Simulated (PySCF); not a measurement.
Isomers of C8H8OS. The calculation used PBE0-D3(BJ)/def2-SVP geometry optimisation, gas phase (PySCF). Energies are electronic, without zero-point or thermal terms, for one conformer each. No frequencies were run at this level. Point groups hold within 0.08 Å.

Task: Order them by energy at this level, lowest first, and give relative energies in kcal/mol.
A. `[CH3:1][S:2][c:3]1[cH:4][cH:5][cH:6][cH:7][c:8]1[CH:9]=[O:10]` with C1–S2–C3–C4 0°, C7–C8–C9–O10 0°
B. `[CH2:1]=[CH:2][S@@:3](=[O:4])[c:5]1[cH:6][cH:7][cH:8][cH:9][cH:10]1` with C1–C2–S3–O4 9°, C2–S3–C5–C6 -100°

Result: A (0.0), B (48.4).

As drawn, the lower has a C=O bond, which the higher lacks; the higher has an S=O bond and a C=C bond outside aromatic rings, which the lower lacks.

```
              SMILES      E (Eh)  E rel (kcal/mol)  dipole (D)  point group       A, B, C (MHz)
       CSc1ccccc1C=O  -782.10283               0.0        4.56           Cs   1530, 1031, 618.4
C=C[S@@](=O)c1ccccc1  -782.02565              48.4        3.63           C1  2467, 754.2, 708.1
```
